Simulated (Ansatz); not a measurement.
`C[CH2][In]([Cl])[Cl]` + `CC(C)N` → `CC(C)[NH][In]([Cl])[Cl]` + ethane  (ligand exchange at the In–C bond)

Program: Ansatz. Geometries: PBE0-D4/def2-TZVP. ΔE: electronic, gas phase. CCSD(T)/CBS is the MP2 limit (def2-TZVPP, def2-QZVPP) plus CCSD(T) − MP2 in def2-TZVPP, frozen cores. This one scheme is used for every species. Functionals use def2-TZVPP. B3LYP here is the variant with VWN-RPA as its local correlation; programs differ in this. HSE06 is defined as in plane-wave codes. def2 core potentials past Kr. For In outer-core shells are correlated without core-valence functions, which leaves a few kJ/mol of doubt a bond. One conformer a species, not always the lowest.

```json
{"level": "LDA (SPW92)", "ΔE (kJ/mol)": "-19.7", "difference from CCSD(T)/CBS": "6.7"}
{"level": "PBE-D4", "ΔE (kJ/mol)": "-20.0", "difference from CCSD(T)/CBS": "6.4"}
{"level": "revPBE-D4", "ΔE (kJ/mol)": "-21.3", "difference from CCSD(T)/CBS": "5.1"}
{"level": "BLYP-D4", "ΔE (kJ/mol)": "-24.8", "difference from CCSD(T)/CBS": "1.6"}
{"level": "r2SCAN-D4", "ΔE (kJ/mol)": "-22.6", "difference from CCSD(T)/CBS": "3.8"}
{"level": "B97M-V", "ΔE (kJ/mol)": "-26.6", "difference from CCSD(T)/CBS": "-0.2"}
{"level": "PBE0-D4", "ΔE (kJ/mol)": "-19.1", "difference from CCSD(T)/CBS": "7.3"}
{"level": "B3LYP-D4", "ΔE (kJ/mol)": "-23.3", "difference from CCSD(T)/CBS": "3.1"}
{"level": "r2SCANh-D4", "ΔE (kJ/mol)": "-21.7", "difference from CCSD(T)/CBS": "4.7"}
{"level": "r2SCAN0-D4", "ΔE (kJ/mol)": "-20.4", "difference from CCSD(T)/CBS": "6.0"}
{"level": "BHLYP-D4", "ΔE (kJ/mol)": "-24.0", "difference from CCSD(T)/CBS": "2.4"}
{"level": "CAM-B3LYP-D4", "ΔE (kJ/mol)": "-24.1", "difference from CCSD(T)/CBS": "2.3"}
{"level": "ωB97X-V", "ΔE (kJ/mol)": "-23.6", "difference from CCSD(T)/CBS": "2.8"}
{"level": "ωB97M-V", "ΔE (kJ/mol)": "-21.2", "difference from CCSD(T)/CBS": "5.2"}
{"level": "B2PLYP", "ΔE (kJ/mol)": "-21.7", "difference from CCSD(T)/CBS": "4.7"}
{"level": "PBE-QIDH", "ΔE (kJ/mol)": "-20.9", "difference from CCSD(T)/CBS": "5.5"}
{"level": "revPBE", "ΔE (kJ/mol)": "-12.2", "difference from CCSD(T)/CBS": "14.2"}
{"level": "r2SCAN", "ΔE (kJ/mol)": "-21.0", "difference from CCSD(T)/CBS": "5.4"}
{"level": "PBE0", "ΔE (kJ/mol)": "-14.6", "difference from CCSD(T)/CBS": "11.8"}
{"level": "B3LYP", "ΔE (kJ/mol)": "-15.8", "difference from CCSD(T)/CBS": "10.6"}
{"level": "r2SCANh", "ΔE (kJ/mol)": "-19.9", "difference from CCSD(T)/CBS": "6.5"}
{"level": "HSE06", "ΔE (kJ/mol)": "-14.5", "difference from CCSD(T)/CBS": "11.9"}
{"level": "BHLYP", "ΔE (kJ/mol)": "-17.3", "difference from CCSD(T)/CBS": "9.1"}
{"level": "CAM-B3LYP", "ΔE (kJ/mol)": "-19.3", "difference from CCSD(T)/CBS": "7.1"}
{"level": "LC-ωPBE", "ΔE (kJ/mol)": "-20.4", "difference from CCSD(T)/CBS": "6.0"}
{"level": "RPA@PBE/def2-TZVPP", "ΔE (kJ/mol)": "-26.0", "difference from CCSD(T)/CBS": "0.4"}
{"level": "HF/def2-SVP", "ΔE (kJ/mol)": "-20.3", "difference from CCSD(T)/CBS": "6.1"}
{"level": "MP2/def2-SVP", "ΔE (kJ/mol)": "-37.3", "difference from CCSD(T)/CBS": "-10.9"}
{"level": "CCSD/def2-SVP", "ΔE (kJ/mol)": "-32.9", "difference from CCSD(T)/CBS": "-6.5"}
{"level": "CCSD(T)/def2-SVP", "ΔE (kJ/mol)": "-35.3", "difference from CCSD(T)/CBS": "-8.9"}
{"level": "HF/def2-TZVPP", "ΔE (kJ/mol)": "-18.4", "difference from CCSD(T)/CBS": "8.0"}
{"level": "SCS-MP2/def2-TZVPP", "ΔE (kJ/mol)": "-25.6", "difference from CCSD(T)/CBS": "0.8"}
{"level": "CCSD/def2-TZVPP", "ΔE (kJ/mol)": "-23.0", "difference from CCSD(T)/CBS": "3.4"}
{"level": "CCSD(T)/def2-TZVPP", "ΔE (kJ/mol)": "-25.6", "difference from CCSD(T)/CBS": "0.8"}
{"level": "HF/def2-QZVPP", "ΔE (kJ/mol)": "-18.7", "difference from CCSD(T)/CBS": "7.7"}
{"level": "MP2/def2-QZVPP", "ΔE (kJ/mol)": "-26.5", "difference from CCSD(T)/CBS": "-0.1"}
{"level": "SCS-MP2/def2-QZVPP", "ΔE (kJ/mol)": "-26.1", "difference from CCSD(T)/CBS": "0.3"}
{"level": "HF/CBS(def2)", "ΔE (kJ/mol)": "-18.7", "difference from CCSD(T)/CBS": "7.7"}
{"level": "MP2/CBS(def2)", "ΔE (kJ/mol)": "-26.7", "difference from CCSD(T)/CBS": "-0.3"}
{"level": "CCSD/CBS(def2)", "ΔE (kJ/mol)": "-23.9", "difference from CCSD(T)/CBS": "2.5"}
{"level": "CCSD(T)/CBS", "ΔE (kJ/mol)": "-26.4", "difference from CCSD(T)/CBS": "0"}
```

Largest T1 diagnostic among the species: 0.013.

Leaving LDA and LC-ωPBE aside and taking each functional with its dispersion term where it has one, the values, not all of them listed here, spread over 7.8 kJ/mol, from B97M-V to HSE06-D4. LDA lies −4.4 kJ/mol from PBE without D4. The D4 term adds −7.5 kJ/mol with B3LYP and −4.4 kJ/mol with PBE0; it sums over pairs of atoms, weighted by their polarisabilities, and B3LYP, whose exchange is more repulsive, gets the larger term.
